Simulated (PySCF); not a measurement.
AlH5OSi. Atoms are numbered in the order given.

```xyz
8

Al    -0.5477     0.7415     0.0000
H     -2.0503     1.2433     0.0000
O      0.7061     1.8939     0.0000
H      0.5626     2.8419     0.0000
Si     0.1506    -1.6058     0.0000
H     -0.3876    -2.3127     1.1935
H     -0.3876    -2.3127    -1.1935
H      1.6255    -1.7698     0.0000
```
Charge 0, spin multiplicity 1.

Geometry optimised at B3LYP-D3(BJ)/def2-TZVP. Other conformers were not sampled.

All values below come from TDA-PBE0/def2-SVPD run with PySCF.

Vertical excitations. Gas-phase values at a fixed geometry. State labels are in the subgroup Cs.

**Question.** Give excitation energies, oscillator strengths and character. (An estimate is asked for; the answer gives what the named calculation found.)

**Answer.** 
```csv
state,symmetry,energy (eV),λ (nm),f,main pairs
S1,A",4.96,250,0.009,HOMO→LUMO 97 %
S2,A',6.11,203,0.011,HOMO→LUMO+1 95 %
S3,A",6.57,189,0.027,HOMO−1→LUMO 92 %
S4,A',6.96,178,0.118,"HOMO→LUMO+2 57 %, HOMO−2→LUMO 30 %"
S5,A',7.04,176,0.146,"HOMO−2→LUMO 56 %, HOMO→LUMO+2 28 %"
S6,A",7.10,175,0.004,HOMO−3→LUMO 94 %
S7,A',7.27,171,0.079,"HOMO−4→LUMO 60 %, HOMO→LUMO+3 32 %"
S8,A",7.45,166,0.008,HOMO→LUMO+5 88 %
S9,A',7.51,165,0.192,"HOMO→LUMO+3 48 %, HOMO−4→LUMO 26 %, HOMO→LUMO+4 18 %"
S10,A",7.64,162,0.034,HOMO−2→LUMO+1 86 %
T1,A",4.17,297,0,HOMO→LUMO 97 %
T2,A',5.43,228,0,"HOMO→LUMO+1 78 %, HOMO→LUMO+2 12 %"
T3,A",5.91,210,0,HOMO−1→LUMO 87 %
T4,A',5.91,210,0,HOMO→LUMO+2 72 %
```
Triplets are in the Tamm–Dancoff approximation.
